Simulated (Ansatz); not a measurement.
Geometry optimisation, RKS PBE/def2-SVP (Ansatz).

Input:

```yaml
crystal:
  periodic: [false, false, false]
  atoms:
    - { symbol: W, position_ang: [-0.044774, 0.430881, -0.739] }
    - { symbol: F, position_ang: [0.584078, 0.063789, 2.230379] }
    - { symbol: H, position_ang: [0.817195, -0.725559, 1.788768] }
    - { symbol: O, position_ang: [-0.126668, 2.012028, 0.237808] }
    - { symbol: H, position_ang: [-0.251857, 2.963155, 0.086675] }
    - { symbol: H, position_ang: [-1.005591, -0.670163, 0.118285] }
    - { symbol: H, position_ang: [1.289396, -0.445448, -0.152788] }
    - { symbol: O, position_ang: [-0.165072, -0.269023, -2.446354] }
    - { symbol: H, position_ang: [-0.263606, -0.07016, -3.391372] }
basis:
  gaussian: { orbitals: def2-SVP }
hamiltonian:
  xc: pbe
relax:
  f_tol: 0.03
  max_steps: 50
```

Command:

```bash
$ ansatz run input.yaml --threads 2 --pin off --max-ram 3072MiB --backend cpu --events-out ev --progress --plain --runs-dir out
```

**Question.** Where does it end, and by what steps?

**Answer.** It converged. After 18 steps the energy has fallen by 0.239 eV; F2 moved furthest, 0.67 Å.

| step | energy less start (eV) | largest force component (eV/Å) | accepted |
| --- | --- | --- | --- |
| 0 | 0.0000 | 0.423 | yes |
| 1 | -0.0137 | 1.609 | yes |
| 2 | -0.0667 | 1.702 | yes |
| 3 | -0.1356 | 0.417 | yes |
| 4 | -0.1581 | 0.158 | yes |
| 5 | -0.1838 | 0.168 | yes |
| 6 | -0.2026 | 0.411 | yes |
| 7 | -0.1711 | 1.486 | no |
| 8 | -0.2190 | 0.283 | yes |
| 9 | -0.2264 | 0.130 | yes |
| 10 | -0.2325 | 0.065 | yes |
| 11 | -0.2343 | 0.271 | yes |
| 12 | -0.2354 | 0.202 | yes |
| 13 | -0.2319 | 0.244 | no |
| 14 | -0.2363 | 0.099 | yes |
| 15 | -0.2376 | 0.155 | yes |
| 16 | -0.2381 | 0.043 | yes |
| 17 | -0.2385 | 0.051 | yes |
| 18 | -0.2385 | 0.024 | yes |

```xyz
9
Properties=species:S:1:pos:R:3
W -0.023 0.593 -0.766
F 0.626 -0.603 2.193
H 0.473 -0.586 1.243
O -0.101 2.139 0.231
H -0.211 3.081 0.430
H -1.157 -0.273 0.137
H 1.530 0.137 -0.289
O -0.092 -0.504 -2.251
H -0.212 -0.695 -3.194
```

Whether the end is a true minimum wasn't checked by a vibrational analysis.

Time of the run: 30 s on 2 threads of AMD EPYC 7R43 64-Core Processor (Zen 3), on a shared host, peak memory 0.15 GiB.
